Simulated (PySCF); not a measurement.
C8H9F3OS.
Z-matrix (Å and degrees, PBE0-D3(BJ)/def2-SVP geometry), rows numbered from 1:
```
C 
O   1  1.4076
C   2  1.3295  1  119.38
C   3  1.3516  2  129.67  1    -1.72
C   4  1.5258  3  138.37  2    -3.43
C   5  1.5511  4   87.80  3  -173.88
C   4  1.4634  3  129.73  2  -179.20
C   7  1.3460  4  138.38  3    -7.30
S   8  1.7627  7  123.07  4    -2.21
C   9  1.8153  8   99.88  7    92.40
F  10  1.3294  9  112.79  8    57.52
F  10  1.3336  9  112.57  8   -63.57
F  10  1.3290  9  107.93  8   177.29
H   1  1.0970  2  106.66  3  -177.32
H   1  1.1014  2  111.29  3   -58.32
H   1  1.1012  2  111.38  3    63.85
H   3  1.0922  2  111.22  1   178.40
H   5  1.0998  4  116.27  3   -57.23
H   5  1.1008  4  114.93  3    71.14
H   6  1.1005  5  115.81  4  -120.13
H   6  1.1007  5  114.32  4   112.52
H   8  1.0936  7  120.15  4  -178.51
```

The closed-shell ground state was solved at several levels (PySCF, density fitting, gas phase, non-relativistic).

| level | basis functions | total energy (Eh) | HOMO (eV) | LUMO (eV) | gap (eV) | dipole (D) |
| --- | --- | --- | --- | --- | --- | --- |
| PBE0/pcSseg-1 | 273 | -1082.1846 | -6.28 | -1.38 | 4.90 | 4.56 |
| mPW1PW91/pcSseg-1 | 273 | -1082.9069 | -6.31 | -1.40 | 4.91 | 4.58 |

(1) What might CAM-B3LYP/def2-SVPD (351 basis functions) give for the same quantities?

(2) How far do the dipole and the HOMO energy spread over the levels?

## Answers

(1) Total energy -1082.2892 Eh, HOMO -7.54 eV, LUMO -0.41 eV, gap 7.13 eV, dipole 4.63 D.

(2) The dipole runs from 4.56 to 4.63 D (mean 4.59 D) and the HOMO from -7.54 to -6.28 eV.

One conformer stands for the species.
